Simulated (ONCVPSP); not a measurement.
**Reading a pseudo-wave (hydrogen)**

Columns: radius, all-electron u(r) and pseudo u(r) of the 1s shell (level -6.49 eV) of hydrogen in the configuration 1s1; PBE, scalar-relativistic, ONCV scheme, ONCVPSP 4.0.1.

| r (bohr) | all-electron | pseudo |
| --- | --- | --- |
| 0.053 | 0.0965 | 0.0777 |
| 0.105 | 0.1812 | 0.1530 |
| 0.158 | 0.2584 | 0.2274 |
| 0.210 | 0.3256 | 0.2971 |
| 0.262 | 0.3853 | 0.3620 |
| 0.315 | 0.4389 | 0.4224 |
| 0.368 | 0.4859 | 0.4764 |
| 0.420 | 0.5260 | 0.5232 |
| 0.473 | 0.5615 | 0.5647 |
| 0.525 | 0.5914 | 0.5995 |
| 0.578 | 0.6174 | 0.6289 |
| 0.630 | 0.6387 | 0.6516 |
| 0.683 | 0.6568 | 0.6689 |
| 0.735 | 0.6711 | 0.6809 |
| 0.788 | 0.6827 | 0.6892 |
| 0.840 | 0.6913 | 0.6948 |
| 0.893 | 0.6976 | 0.6989 |
| 0.945 | 0.7015 | 0.7018 |
| 0.998 | 0.7034 | 0.7034 |
| 1.050 | 0.7035 | 0.7035 |
| 1.102 | 0.7020 | 0.7020 |
| 1.155 | 0.6990 | 0.6990 |
| 1.208 | 0.6946 | 0.6946 |
| 1.260 | 0.6892 | 0.6892 |
| 1.313 | 0.6827 | 0.6827 |
| 1.365 | 0.6753 | 0.6753 |

Q: How many radial nodes do the two functions have?

A: The all-electron 1s function has n − l − 1 = 0; the pseudo-wave has 0.

Q: At about which radius was the pseudo-wave matched?

A: 1.05 bohr. The columns agree to 0.0005 from 0.94 bohr on; several derivatives are matched, so the curves merge somewhat inside the radius.

Q: Is the pseudo-wave norm-conserving?

A: Yes: the ONCV scheme keeps the norm inside the radius equal to the all-electron one, which fixes the energy derivative of the logarithmic derivative at the level.
